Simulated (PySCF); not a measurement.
Isomers of C6H9N2 (doublet state), one GFN2-xTB conformer each. Single-point energies are computed at B3LYP/pcH-1 (PySCF, gas phase, no added dispersion term), electronic only. GFN2-xTB treats the open shell by occupation alone, and not every SCF solution was tested for stability.

```csv
SMILES,GFN2-xTB relative energy (kJ/mol)
[H]/N=[C]\C/C=N\C(=C)C,222.7
CC[CH]n1cccn1,0.0
N[C]1C=CC=C(N)C1,10.2
[H]/N=C\[C@@]1(N)C[C@@H]2C[C]21,304.0
[H]/[C]=C\CC(/C=N\C)=N/[H],325.5
C[C](C)/N=C\CC#N,89.6
```

Conformers: `[H]/[N:8]=[C:7]\[CH2:6]/[CH:5]=[N:4]\[C:2](=[CH2:1])[CH3:3]` (doublet state) with C1–C2–N4–C5 54°, N4–C5–C6–C7 -98°, C5–C6–C7–N8 -4°; `[CH3:1][CH2:2][CH:3][n:4]1[cH:5][cH:6][cH:7][n:8]1` (doublet state) with C1–C2–C3–N4 -94°, C2–C3–N4–C5 178°; `[H]/[N:2]=[CH:3]\[C@@:4]1([NH2:5])[CH2:6][C@@H:7]2[CH2:8][C:9]12` (doublet state) with N2–C3–C4–N5 -15°, C3–C4–N5–H -50° and -172°; `[H]/[C:1]=[CH:2]\[CH2:3][C:4](=[N:5]/[H])/[CH:6]=[N:7]\[CH3:8]` (doublet state) with C1–C2–C3–C4 111°, C2–C3–C4–N5 92°, C3–C4–C6–N7 -125°; `[CH3:1][C:2]([CH3:3])/[N:4]=[CH:5]\[CH2:6][C:7]#[N:8]` (doublet state) with C1–C2–N4–C5 162°, N4–C5–C6–C7 101°.

What does B3LYP/pcH-1 give for the same structures?

```json
{"SMILES": "N[C]1C=CC=C(N)C1", "B3LYP/pcH-1 E (Eh)": "-343.54440", "B3LYP/pcH-1 (kJ/mol)": "0.0", "GFN2-xTB (kJ/mol)": "10.2", "point group": "C2"}
{"SMILES": "CC[CH]n1cccn1", "B3LYP/pcH-1 E (Eh)": "-343.51224", "B3LYP/pcH-1 (kJ/mol)": "84.4", "GFN2-xTB (kJ/mol)": "0.0", "point group": "C1"}
{"SMILES": "C[C](C)/N=C\\CC#N", "B3LYP/pcH-1 E (Eh)": "-343.51200", "B3LYP/pcH-1 (kJ/mol)": "85.1", "GFN2-xTB (kJ/mol)": "89.6", "point group": "C1"}
{"SMILES": "[H]/N=[C]\\C/C=N\\C(=C)C", "B3LYP/pcH-1 E (Eh)": "-343.45765", "B3LYP/pcH-1 (kJ/mol)": "227.8", "GFN2-xTB (kJ/mol)": "222.7", "point group": "C1"}
{"SMILES": "[H]/[C]=C\\CC(/C=N\\C)=N/[H]", "B3LYP/pcH-1 E (Eh)": "-343.43093", "B3LYP/pcH-1 (kJ/mol)": "297.9", "GFN2-xTB (kJ/mol)": "325.5", "point group": "C1"}
{"SMILES": "[H]/N=C\\[C@@]1(N)C[C@@H]2C[C]21", "B3LYP/pcH-1 E (Eh)": "-343.41621", "B3LYP/pcH-1 (kJ/mol)": "336.6", "GFN2-xTB (kJ/mol)": "304.0", "point group": "C1"}
```

GFN2-xTB puts CC[CH]n1cccn1 lowest instead; measured from each level's own lowest isomer, the values differ by up to 84.4 kJ/mol (CC[CH]n1cccn1: 0.0 against 84.4). As drawn, the highest has a three-membered ring and a four-membered ring, which the lowest lacks. Neighbours under 21 kJ/mol apart (CC[CH]n1cccn1 and C[C](C)/N=C\CC#N) can change places with a better method, another conformer or zero-point energy.
